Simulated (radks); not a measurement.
Q: These are the eigenvalues of the occupied orbitals of an atom or ion with whole-number occupations (eV). Method: scalar-relativistic Kohn-Sham, PBE, spin-polarised, spherical densities, point nucleus; computed with a radial shooting solver on a logarithmic mesh with Libxc functionals.

1s down: -19840.97
1s up: -19840.95
2s up: -2818.156
2s down: -2817.699
2p up: -2521.230
2p down: -2520.892
3s up: -494.9309
3s down: -494.6968
3p up: -397.6568
3p down: -397.3919
3d up: -239.4709
3d down: -239.0512
4s up: -83.6381
4s down: -81.1000
4p up: -57.7595
4p down: -54.9425
4d up: -21.9355

Which element is it, and in what charge state? The configuration may be excited. Open shells, if any, are filled with parallel spins first.

A: Z = 42, molybdenum, charge +2: Mo2+ in [Kr] 4d4. The list shows which subshells hold electrons but not how many an open one holds; the 1s level, -729.14 hartree, gives Z - s = 38.2 by -(Z - s)^2/2, which with screening and relativity narrows Z to a few neighbours, and the depths of the outer levels then fix element, charge and occupations together.
